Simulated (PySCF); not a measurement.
# Zn³⁺ (zinc, charge +3) across methods

[Ar] 3d9, 2D determinant. Computed with PySCF 2.14 in def2-TZVPPD, with the non-relativistic Hamiltonian (point nucleus).

| method | E (hartree) | mean ε 3p β (eV) | mean ε 3d α (eV) | mean ε 3d β (eV) | Σ⟨r²⟩ (bohr²) | ⟨S²⟩ |
| --- | --- | --- | --- | --- | --- | --- |
| PBE0 | -1776.680 | -128.76 | -54.986 | -53.648 | 12.68 | 0.750 |
| LDA | -1773.958 | -123.17 | -51.940 | -50.685 | 12.80 | 0.750 |
| wB97X | -1776.975 | -130.26 | -57.066 | -55.794 | 12.65 | 0.750 |
| wB97M-V | -1776.844 | -131.23 | -57.393 | -56.097 | 12.71 | 0.751 |
| PBE | -1776.624 | -123.19 | -51.613 | -50.409 | 12.78 | 0.750 |
| r2SCAN | -1776.898 | -125.45 | -52.077 | -50.767 | 12.67 | 0.750 |
| BP86 | -1777.142 | -123.23 | -51.641 | -50.474 | 12.75 | 0.750 |
| UHF | -1775.54507 | -144.15 | -64.085 | -62.277 | 12.49 | 0.751 |
| TPSS | -1776.929 | -123.77 | -51.502 | -50.336 | 12.76 | 0.750 |
